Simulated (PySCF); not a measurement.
O²⁺: ionisation energy

O²⁺ [He] 2s2 2p2 [2p1/2^2, M_J = 0] → O³⁺ [He] 2s2 2p1 [2p1/2^1, M_J = 1/2], as a difference of total energies. Calculation: PySCF 2.14, in x2c-QZVPPall-2c (7s4p3d2f1g, 57 functions); the two-component X2C-1e Hamiltonian. Correlated levels: 1s2 frozen; the 2 highest virtual spinors dropped. "Screened" scales the spin-orbit matrix elements by Boettger's factors to mimic the two-electron term; Breit and QED terms are absent.

```json
{"method": "GHF (spin-free)", "ionisation energy (eV)": "54.496", "difference from reference (eV)": "-0.440"}
{"method": "GMP2 (spin-free)", "ionisation energy (eV)": "55.040", "difference from reference (eV)": "+0.104"}
{"method": "GHF (screened spin-orbit)", "ionisation energy (eV)": "54.481", "difference from reference (eV)": "-0.455"}
{"method": "GMP2 (screened spin-orbit)", "ionisation energy (eV)": "55.025", "difference from reference (eV)": "+0.089"}
```

Reference: 54.936 eV (semi-empirical (NIST evaluation); NIST Atomic Spectra Database, ionization energies).

Errors of the correlated levels include the incompleteness of this basis and the frozen core.

The labels give the starting determinants; with spin-orbit coupling the two ends relaxed to ⟨J²⟩ = 1.99, ⟨L²⟩ = 2.00, ⟨S²⟩ = 2.00 and ⟨J²⟩ = 0.99, ⟨L²⟩ = 2.01, ⟨S²⟩ = 0.75.

The determinant of O²⁺ mixes levels of different J (the jj label is only the starting occupation), so the difference between spin-free and spin-orbit rows is not the physical spin-orbit shift.
